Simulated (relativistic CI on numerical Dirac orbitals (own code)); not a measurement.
**One change at a time: Pr24+**

Base calculation: Dirac-Coulomb-Breit CI, KLI orbitals optimised for each configuration, a model potential for QED, unscaled Slater integrals.

Configurations in the expansion (outside the closed core [Ar] 3d10): 4s²4p⁵, 4s4p⁶, 4s²4p⁴4d, 4s4p⁵4d, 4s²4p⁴4f, 4s4p⁵4f, 4p⁶4d, 4s4p⁴4d², 4s²4p³4d4f, 4p⁶4f, 4s²4p⁴5s, 4p⁵4d², 4p⁴4d³, 4p⁴4d²4f, 4p⁴4d²5s. Double excitations out of closed p, d and f shells are left out; levels of such configurations are missing from the list, as are those of other unlisted configurations, and high levels can miss mixing partners.

The lowest level and the first level of each name with at least 55 % of one term (blank where a level has no safe partner in the second run):

```tsv
Level	Base (cm⁻¹)	Shift (cm⁻¹)
4s²4p⁵ ²P°3/2	0	0
4s²4p⁵ ²P°1/2	211864	+1607
4s4p⁶ ²S1/2	685233	+14746
4s²4p⁴4d ⁴D5/2	777011	+14419
4s²4p⁴4d ⁴F9/2	830104	+12300
4s²4p⁴4d ⁴P1/2	878094	+22983
4s²4p⁴4d ⁴D1/2	955567	+16018
4s²4p⁴4d ²G7/2	1017245	
4s²4p⁴4d ²G9/2	1056963	+14432
4s²4p⁴4d ²S1/2	1131138	+31316
4s4p⁵4d ⁴P°1/2	1520560	
4s4p⁵4d ⁴P°3/2	1536876	
4s4p⁵4d ⁴F°7/2	1548722	
4s4p⁵4d ⁴F°9/2	1561008
```

At this charge energies of transitions that change n are usually good to better than 1 %, and those within a shell (Δn = 0) to a few per cent.

Task: One thing was changed in a second run, which moved the levels as shown. Which?
A. QED terms removed
B. valence Slater integrals scaled by 0.9
C. only the first 3 configurations
D. Breit term removed

Result: C. Only the first 3 configurations. With fewer configurations the levels that remain lose their mixing partners.

LS names give the leading component of a level, which can be under half, so a name can repeat, a term be missing and a line seem to break the LS rules.
